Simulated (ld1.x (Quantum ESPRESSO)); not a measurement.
# Reading a pseudo-wave (Ca)

Columns: radius, all-electron u(r) and pseudo u(r) of the 4s shell (level -3.60 eV) of calcium in the configuration [Ar] 3d0 4s2 4p0; BLYP, non-relativistic, TM semilocal scheme, ld1.x (Quantum ESPRESSO) 7.5.

```tsv
r (bohr)	all-electron	pseudo
0.168	-0.1030	-0.0134
0.335	-0.1057	-0.0274
0.503	0.0640	-0.0427
0.670	0.1980	-0.0598
0.838	0.2472	-0.0798
1.005	0.2231	-0.1032
1.172	0.1524	-0.1307
1.340	0.0579	-0.1632
1.508	-0.0434	-0.2009
1.675	-0.1410	-0.2431
1.842	-0.2299	-0.2891
2.010	-0.3080	-0.3376
2.178	-0.3739	-0.3856
2.345	-0.4273	-0.4303
2.512	-0.4694	-0.4692
2.680	-0.5015	-0.5008
2.848	-0.5245	-0.5241
3.015	-0.5395	-0.5394
3.182	-0.5476	-0.5476
3.350	-0.5499	-0.5499
3.518	-0.5471	-0.5471
3.685	-0.5401	-0.5401
3.852	-0.5296	-0.5296
4.020	-0.5162	-0.5162
4.188	-0.5006	-0.5006
4.355	-0.4834	-0.4834
```

(1) How many radial nodes do the two functions have?

(2) At about which radius was the pseudo-wave matched?

(3) Is the pseudo-wave norm-conserving?

## Answers

(1) The all-electron 4s function has n − l − 1 = 3 (the table is too coarse to show those close to the nucleus); the pseudo-wave has 0, since the states of the same l below it are removed with the core.

(2) 3.35 bohr. The columns agree to 0.0005 from 2.85 bohr on; several derivatives are matched, so the curves merge somewhat inside the radius.

(3) Yes: the TM semilocal scheme keeps the norm inside the radius equal to the all-electron one, which fixes the energy derivative of the logarithmic derivative at the level.
